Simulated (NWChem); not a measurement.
# SiN$_{2}$H$_{4}$Cl$_{2}$; SMILES Cl[Si](N)(N)Cl

```xyz
9

N      0.3113    -1.3505    -1.3600
Si     0.0000     0.0000    -0.3660
N     -0.3113     1.3505    -1.3600
Cl     1.6577     0.1215     0.8905
Cl    -1.6577    -0.1215     0.8905
H     -0.3719    -1.6138    -2.0609
H      0.8133    -2.1502    -0.9949
H      0.3719     1.6138    -2.0609
H     -0.8133     2.1502    -0.9949
```
Atoms are numbered in this order, from 1.

All runs: NWChem. The geometry was optimised at B3LYP/6-31G* (spherical d).

For level LDA (Slater exchange, VWN5)/def2-SVP:

| Quantity | Value |
|---|---|
| highest occupied level (eV) | -6.35 |
| orbital gap (eV) | 6.42 |

Q: How do the values read with level B3LYP/def2-SVP instead?

A: 
- highest occupied level (eV) = -7.46
- orbital gap (eV) = 8.32
